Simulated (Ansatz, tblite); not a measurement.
Removing and adding an electron: the cluster Mg2Zn2. The state is a singlet with charge 0. Geometry: PBE/def2-SVP. Ansatz, gas phase; energy differences of separate SCF runs; the oxidised species was run as a doublet alone; the reduced species was run as a doublet alone.

```xyz
4

Mg   -1.622   -0.759   -0.337
Mg    1.040   -0.880    1.210
Zn    0.816    0.122   -1.395
Zn   -0.234    1.517    0.522
```

The xTB rows come from tblite. The structure comes from a short search, and lower isomers may exist.

```csv
level,−HOMO (eV),vertical IE (eV),−LUMO (eV),vertical EA (eV),HOMO–LUMO gap (eV),IE − EA (eV),remarks
GFN1-xTB,10.48,13.08,5.00,2.78,5.49,10.30,–
GFN2-xTB,5.30,9.10,0.61,-1.73,4.69,10.82,–
PBE/def2-TZVP,4.64,6.75,2.55,–,2.09,–,–
PBE/def2-TZVPD,4.64,–,2.55,0.89,2.09,–,HOMO above zero (-1 doublet)
r2SCAN/def2-TZVP,4.74,6.61,2.53,–,2.21,–,–
r2SCAN/def2-TZVPD,4.73,–,2.53,1.03,2.21,–,"HOMO above zero (-1 doublet), spin-contaminated (⟨S²⟩ 0.84) (-1 doublet)"
PBE0/def2-TZVP,5.23,6.69,2.00,–,3.23,–,–
PBE0/def2-TZVPD,5.23,–,2.01,0.90,3.22,–,HOMO above zero (-1 doublet)
```

   A HOMO above zero means that the electron is unbound at that level or that self-interaction error raises the level; the energy of removing that electron tells which. Raw xTB energy differences between charge states are shifted by several eV; the methods need an empirical correction for them. A negative affinity means that the extra electron isn't bound; its size then hangs on the basis.
